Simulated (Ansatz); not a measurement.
The lowest singlet and triplet of NH (SMILES [NH]); geometries from B3LYP-D3(BJ)/def2-TZVP, each state relaxed from the structure named, with no frequency check, low spin by broken symmetry.
Singlet (charge 0, multiplicity 1):
```xyz
2

N      0.0000     0.0000    -0.1302
H      0.0000     0.0000     0.9113
```

A positive gap puts the triplet lower; no zero-point energy. R- takes a restricted singlet, here one determinant of a half-filled degenerate or near-degenerate pair, which mixes singlet states. U- takes an unrestricted singlet (broken symmetry where lower, unprojected). The triplet is unrestricted in single-reference levels. Active spaces average the two states.

Correlated levels freeze the cores.

Programs: Ansatz (a first-principles code) with Gaussian orbitals. 

```json
[
 {"level": "R-SVWN5/def2-TZVPP", "gap E(singlet) − E(triplet), vertical, at the singlet's geometry (kcal/mol)": "52.05"},
 {"level": "U-r2SCAN/def2-TZVPP (spin-contaminated)", "gap E(singlet) − E(triplet), vertical, at the singlet's geometry (kcal/mol)": "11.62"},
 {"level": "U-wB97X-V/def2-TZVPP (spin-contaminated)", "gap E(singlet) − E(triplet), vertical, at the singlet's geometry (kcal/mol)": "13.85"},
 {"level": "R-MP2/cc-pVTZ", "gap E(singlet) − E(triplet), vertical, at the singlet's geometry (kcal/mol)": "54.10"},
 {"level": "R-CCSD/cc-pVQZ", "gap E(singlet) − E(triplet), vertical, at the singlet's geometry (kcal/mol)": "46.65"},
 {"level": "R-CCSDT(Q)/cc-pVDZ", "gap E(singlet) − E(triplet), vertical, at the singlet's geometry (kcal/mol)": "42.10"},
 {"level": "SC-NEVPT2 on SA-CASSCF(6,5)/cc-pVQZ", "gap E(singlet) − E(triplet), vertical, at the singlet's geometry (kcal/mol)": "37.78"},
 {"level": "FIC-MRCISD+Q on SA-CASSCF(6,5)/cc-pVDZ", "gap E(singlet) − E(triplet), vertical, at the singlet's geometry (kcal/mol)": "42.05"},
 {"level": "FIC-MRCISD+Q on SA-CASSCF(6,5)/cc-pVQZ", "gap E(singlet) − E(triplet), vertical, at the singlet's geometry (kcal/mol)": "___"}
]
```

Question: What belongs in the gaps?

Answer: 
- FIC-MRCISD+Q on SA-CASSCF(6,5)/cc-pVQZ, gap E(singlet) − E(triplet), vertical, at the singlet's geometry (kcal/mol): 36.77

Doubts at one or more of the structures used: a restricted determinant that unrestricted orbitals would lower (R-SVWN5/def2-TZVPP, R-MP2/cc-pVTZ, R-CCSD/cc-pVQZ, R-CCSDT(Q)/cc-pVDZ); other coupled-cluster roots lie near (R-CCSDT(Q)/cc-pVDZ).
